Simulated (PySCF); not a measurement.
Ionisation energy along the 5-electron series

Calculated with PySCF 2.14 and a two-component X2C-1e Hamiltonian (Gaussian nucleus, no Breit or QED terms), each ion in its own even-tempered basis scaled to its charge; GMP2 freezes nothing and drops the highest virtual spinors. Values in eV. NIST values: (m) measured, (s) semi-empirical, (t) theoretical.

| ion | configuration | GHF (spin-free) | GMP2 (spin-free) | GHF (screened spin-orbit) | GMP2 (screened spin-orbit) | NIST |
| --- | --- | --- | --- | --- | --- | --- |
| Os⁷¹⁺ | [He] 2s2 2p1 | 18855.9 | 18855.8 | 20053.3 | 20050.7 | 20030 ± 60 (t) |
| Ir⁷²⁺ | [He] 2s2 2p1 | 19399.4 | 19399.4 | 20673.2 | 20670.6 | 20650 ± 70 (t) |
| Pt⁷³⁺ | [He] 2s2 2p1 | 19951.7 | 19951.6 | 21305.9 | 21303.3 | 21280 ± 90 (t) |

Between Z = 76 and Z = 78 the GMP2 (screened spin-orbit) value grows as Z to the power 2.33.
